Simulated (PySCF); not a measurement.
F2HOSTa, SMILES [OH][Ta]([F])([F])=[S], multiplicity 1. Heavy atoms are numbered as in [Ta:1](=[S:2])([F:3])([F:4])[OH:5]. Hydrogens are named by the atom that carries them.

Coordinates come from a B3LYP-D3(BJ)/def2-SVP optimisation. The multiplicity is an assumed one; no other spin state was optimised. The structure was generated by enumeration; whether it is a known compound was not checked. The def2 effective core potentials stand for the cores of Ta; spin–orbit coupling is left out. Other conformers were not sampled.

Method: PySCF with ωB97X/def2-TZVP.

ESP charges are fitted to the potential on shells at 1.4 to 2.0 van der Waals radii. Atomic charges (e), one atom of each kind:

| atom | Löwdin | Mulliken | ESP fit |
|---|---|---|---|
| Ta1 | 0.56 | 1.45 | 1.18 |
| S2 | -0.01 | -0.39 | -0.43 |
| F3 | -0.23 | -0.39 | -0.28 |
| O5 (OH) | -0.28 | -0.66 | -0.56 |
| H on O5 | 0.19 | 0.38 | 0.39 |
